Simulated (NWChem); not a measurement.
System: SiH2BrCl; SMILES Cl[SiH2]Br

The following NWChem deck was run.

```
start job
memory heap 200 mb stack 900 mb global 1100 mb
geometry units angstroms noautoz
  Si    -0.837642     0.583665     0.000000
  Cl     0.504005     2.143280     0.000000
  Br     0.230692    -1.356560     0.000000
  H     -1.658690     0.662811     1.233126
  H     -1.658690     0.662811    -1.233126
end
basis spherical
  * library def2-svp
end
dft
  xc xwpbe 1.00 cpbe96 1.0 hfexch 1.00
  cam 0.5 cam_alpha 0.0 cam_beta 1.0
  iterations 150
  vectors input atomic output neutral.movecs
end
task dft energy
charge 1
dft
  odft
  mult 2
  vectors input atomic output cation.movecs
end
task dft energy
```

Parts of the log:

```
             Northwest Computational Chemistry Package (NWChem) 7.3.0
             --------------------------------------------------------

 CS  symmetry detected

                             Geometry "geometry" -> ""
                             -------------------------

 Output coordinates in angstroms (scale by  1.889725989 to convert to a.u.)

  No.       Tag          Charge          X              Y              Z
 ---- ---------------- ---------- -------------- -------------- --------------
    1 Si                  14.0000    -0.85650942     0.61293806     0.00000000
    2 Cl                  17.0000     0.49694695     2.16231584     0.00000000
    3 Br                  35.0000     0.19705425    -1.33534687     0.00000000
    4 H                    1.0000    -1.67693247     0.69831912     1.23312600
    5 H                    1.0000    -1.67693247     0.69831912    -1.23312600

 Effective nuclear repulsion energy (a.u.)     296.6261024012

      Symmetry information
      --------------------

 Group name             Cs
 Group number              2
 Group order               2
 No. of unique centers     4

  pbe96 is a nonlocal functional; adding pw91lda local functional.

                                 NWChem DFT Module
                                 -----------------

 Summary of "ao basis" -> "ao basis" (spherical)
 ------------------------------------------------------------------------------
       Tag                 Description            Shells   Functions and Types
 ---------------- ------------------------------  ------  ---------------------
 Si                         def2-svp                 8       18   4s3p1d
 Cl                         def2-svp                 8       18   4s3p1d
 Br                         def2-svp                12       32   5s4p3d
 H                          def2-svp                 3        5   2s1p

      Symmetry analysis of basis
      --------------------------

        a'         53
        a"         25

            General Information
            -------------------
          SCF calculation type: DFT
          Wavefunction type:  closed shell.
          No. of atoms     :     5
          No. of electrons :    68
           Alpha electrons :    34
            Beta electrons :    34
          Charge           :     0
          Spin multiplicity:     1
          Use of symmetry is: on ; symmetry adaption is: on
          Maximum number of iterations: 150
          AO basis - number of functions:    78
                     number of shells:    34
          Convergence on energy requested:  1.00D-06
          Convergence on density requested:  1.00D-05
          Convergence on gradient requested:  5.00D-04

              XC Information
              --------------
                     Hartree-Fock (Exact) Exchange  1.000
                     LC-wPBE(h)Exchange Functional  1.000
            Perdew 1991 LDA Correlation Functional  1.000 local
           PerdewBurkeErnz. Correlation Functional  1.000 non-local

           Range-Separation Parameters
           ---------------------------
           Alpha           :  0.00
           Beta            :  1.00
           Gamma           :  0.50
           Short-Range HF  :     F

             Grid Information
             ----------------
          Grid used for XC integration:  medium
          Radial quadrature: Mura-Knowles
          Angular quadrature: Lebedev.
          Tag              B.-S. Rad. Rad. Pts. Rad. Cut. Ang. Pts.
          ---              ---------- --------- --------- ---------
          Si                  1.10       88           8.0       590
          Cl                  1.00       88          10.0       590
          Br                  1.15      112           9.0       590
          H                   0.35       45           9.0       434
          Grid pruning is: on
          Number of quadrature shells:   333
          Spatial weights used:  Erf1

      Superposition of Atomic Density Guess
      -------------------------------------

 Sum of atomic energies:       -3321.14643007

      Non-variational initial energy
      ------------------------------

 Total energy =   -3321.811346
 1-e energy   =   -5210.245254
 2-e energy   =    1591.807805
 HOMO         =      -0.358712
 LUMO         =       0.067328

      Symmetry analysis of molecular orbitals - initial
      -------------------------------------------------

  Numbering of irreducible representations:

     1 a'          2 a"

  Orbital symmetries:

     1 a'          2 a'          3 a'          4 a'          5 a'
     6 a"          7 a'          8 a'          9 a'         10 a'
    11 a"         12 a'         13 a'         14 a"         15 a'
    16 a'         17 a"         18 a'         19 a'         20 a'
    21 a"         22 a'         23 a"         24 a'         25 a'
    26 a'         27 a'         28 a'         29 a"         30 a'
    31 a"         32 a'         33 a'         34 a"         35 a'
    36 a'         37 a'         38 a"         39 a'         40 a'
    41 a"         42 a'         43 a'         44 a"

   convergence    iter        energy       DeltaE   RMS-Dens  Diis-err
 ---------------- ----- ----------------- --------- --------- ---------
 d= 0,ls=0.0,diis     1  -3324.0054650561 -3.62D+03  8.66D-03  5.38D-01
 d= 0,ls=0.0,diis     2  -3324.0466804076 -4.12D-02  3.63D-03  1.17D-01
 d= 0,ls=0.0,diis     3  -3324.0587280840 -1.20D-02  6.61D-04  6.07D-03
 d= 0,ls=0.0,diis     4  -3324.0592774854 -5.49D-04  1.35D-04  1.67D-04
 d= 0,ls=0.0,diis     5  -3324.0592975481 -2.01D-05  7.87D-05  1.47D-05
  Resetting Diis
 d= 0,ls=0.0,diis     6  -3324.0593013649 -3.82D-06  1.96D-05  4.43D-07
 d= 0,ls=0.0,diis     7  -3324.0593015627 -1.98D-07  5.13D-06  4.56D-08

[...]
```

Level: LC-wPBE (HJS exchange hole, range parameter 0.5 per bohr)/def2-SVP, vertical spin-unrestricted ions. Geometry: optimised at PBE0/def2-SVP.
